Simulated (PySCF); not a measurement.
**Basis and Hamiltonian dependence of the excitation energy of Ag²⁺**

Ag²⁺ [Kr] 4d9 (2D) → Ag²⁺ [Kr] 4d8 5s1, s spin flipped. Calculated with PySCF 2.14 from differences of total energies of unrestricted determinants, without spin-orbit coupling. Values in eV.

```tsv
basis	Hamiltonian	functions	UHF	LDA	PBE0	MP2 (valence)
ANO-RCC-VTZP	spin-free X2C	68	8.235	8.695	8.720	8.888
x2c-TZVPPall	spin-free X2C	79	7.994	8.519	8.528	8.820
x2c-TZVPPall with one added diffuse shell each of s, p, d, f type	spin-free X2C	95	7.991	8.500	8.514	8.799
aug-cc-pVTZ-PP with one added diffuse shell each of s, p, d, f, g type with ECP28MDF	ECP	113	7.884	8.024	8.165	8.650
```

Frozen in the all-electron rows: valence: [Kr]; with a core potential, the same shells as far as they lie outside it.

In the upper determinant the s electron has its spin opposite to the other open shell, which mixes two multiplicities.
